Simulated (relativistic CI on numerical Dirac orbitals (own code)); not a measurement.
## Calculated levels, Er⁶⁴⁺

Computed by Dirac-Coulomb-Breit CI, orbitals from a KLI potential per configuration, a model potential for QED, unscaled Slater integrals (own radial code, finite nucleus).

Configurations in the expansion (outside the closed core 1s2): 2s2, 2s 2p, 2p2, 2p 3s, 2p 3p, 2s 3s, 2s 3p, 2s 3d, 2s 4s, 2s 4p, 2s 4d, 2s 4f, 3s2, 3s 3p, 3p2. Levels of other configurations are missing.

```
No.  Configuration  Term  J   E (Ry)    %  Lifetime (s)  jj configuration (%)
  1            2s2    1S  0    0.000   98                         closed (98)
  2          2s 2p   3P°  0   10.954  100                      2s 2p1/2 (100)
  3          2s 2p   3P°  1   13.243   71      2.37e-10        2s 2p1/2 (100)
  4            2p2    3P  0   31.192   68      1.56e-11          2p1/2^2 (98)
  5          2s 2p   3P°  2   85.211  100      2.18e-10        2s 2p3/2 (100)
  6          2s 2p   1P°  1   91.279   71      1.95e-13        2s 2p3/2 (100)
  7            2p2    3P  1  102.564  100      2.56e-13     2p1/2 2p3/2 (100)
  8            2p2    1D  2  103.881   65      2.84e-13     2p1/2 2p3/2 (100)
  9            2p2    3P  2  177.659   65      1.38e-13         2p3/2^2 (100)
 10            2p2    1S  0  182.243   69      1.18e-13         2p3/2^2 (100)
 11          2s 3s    3S  1  664.998  100      4.43e-15           2s 3s (100)
 12          2s 3s    1S  0  667.209   99      6.22e-15            2s 3s (99)
 13          2s 3p   3P°  0  670.219  100      4.66e-13        2s 3p1/2 (100)
 14          2s 3p   3P°  1  670.264   67      3.08e-15         2s 3p1/2 (99)
 15          2p 3s   3P°  0  678.717  100      6.59e-15        2p1/2 3s (100)
 16          2p 3s   3P°  1  678.803   66      5.44e-15         2p1/2 3s (98)
 17          2p 3p    3D  1  681.866   74      1.66e-15      2p1/2 3p1/2 (99)
 18          2p 3p    3P  0  685.420   68      1.90e-15      2p1/2 3p1/2 (99)
 19          2s 3p   3P°  2  692.121  100      3.77e-13        2s 3p3/2 (100)
 20          2s 3p   1P°  1  692.698   67      2.00e-15         2s 3p3/2 (99)
 21          2s 3d    3D  1  694.442   99      8.31e-16         2s 3d3/2 (99)
 22          2s 3d    3D  2  694.795   72      7.39e-16         2s 3d3/2 (98)
 23          2s 3d    3D  3  700.472  100      8.28e-16        2s 3d5/2 (100)
 24          2s 3d    1D  2  701.502   69      9.04e-16         2s 3d5/2 (93)
 25          2p 3p    3P  1  705.251   48      2.86e-15     2p1/2 3p3/2 (100)
 26          2p 3p    3D  2  705.517   50      2.51e-15      2p1/2 3p3/2 (95)
 27          2p 3s   3P°  2  753.950  100      7.61e-15        2p3/2 3s (100)
 28          2p 3s   1P°  1  754.641   67      4.30e-15        2p3/2 3s (100)
 29          2p 3p    3P  1  758.551   52      2.04e-15     2p3/2 3p1/2 (100)
 30          2p 3p    3D  2  758.682   48      2.01e-15     2p3/2 3p1/2 (100)
```

Energies count from the lowest computed level; ° marks odd parity; lifetimes are radiative, by E1, M1, E2, M2 decay to levels of this space only; some are left blank where a channel outside the calculation adds to the decay or the decay crosses a small, uncertain gap. Filled j subshells are mostly left out of the jj labels.

The mean weight of the leading LS term, summed over parents, in these 30 levels is 78 %, and that of the leading jj configuration (from the same eigenvectors) 99 %, so jj coupling describes them better and the LS labels are nominal.

At this charge energies of transitions that change n are usually good to better than 1 %, and those within a shell (Δn = 0) to a few per cent.

LS names give the leading component of a level, which can be under half, so a name can repeat, a term be missing and a line seem to break the LS rules.
